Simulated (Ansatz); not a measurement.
Frontier orbitals of `[NH2][Nb]([F])([F])=[S]`.

The species carries charge 0 and has multiplicity 1. Correlated methods include outer-core shells of Nb, which these sets cover unevenly. Nb: def2 effective core potential. The geometry is a stationary point of PBE0-D4/def2-TZVP. It is one conformer, not always the lowest. Basis def2-TZVPP, the Gaussian-basis code of Ansatz.

Orbital energies of one run (eV). Highest occupied ones, from the top: -7.61, -7.77, -8.55, -8.58, -11.48, -11.64, -12.25, -12.30, -12.40, -12.93, -13.01, -14.36, -18.20, -23.79. Empty: -2.78, -2.24, -1.50, -0.97, -0.78, -0.69.

(1) Which functional gave them?
A. CAM-B3LYP
B. HSE06 (plane-wave form)
C. revPBE
D. r2SCAN

Results:

(1) B. HOMO energies: HSE06 -7.61, r2SCAN -7.07, CAM-B3LYP -9.28, revPBE -6.70 eV.
